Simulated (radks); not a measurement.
The numbers below are computed, except where a source is named.
The mean radii <r> (bohr) of the occupied orbitals of an atom or ion are listed with their occupations. Level of theory: Dirac Kohn-Sham, revPBE, spin-unpolarised, spherical densities, point nucleus (a radial shooting solver on a logarithmic mesh with Libxc functionals).

| orbital | occ. | <r> |
|---|---|---|
| 1s1/2 | 2 | 0.01898 |
| 2s1/2 | 2 | 0.07929 |
| 2p1/2 | 2 | 0.06572 |
| 2p3/2 | 4 | 0.07329 |
| 3s1/2 | 2 | 0.1979 |
| 3p1/2 | 2 | 0.1870 |
| 3p3/2 | 4 | 0.1991 |
| 3d3/2 | 1.6 | 0.1721 |
| 3d5/2 | 2.4 | 0.1758 |

Name the element and its charge. Open shells, if any, are shared by 2j + 1.

Answer. Z = 72, hafnium, charge +50: Hf50+ in [Ar] 3d4. The 1s radius gives Z: for a bare nucleus <r> = (2 gamma + 1)/(2Z) with gamma = sqrt(1 - (Z/c)^2), 0.01876 bohr for Z = 72, and screening makes it slightly larger (0.01898 here). The occupations add up to 22, and the charge is Z minus that.
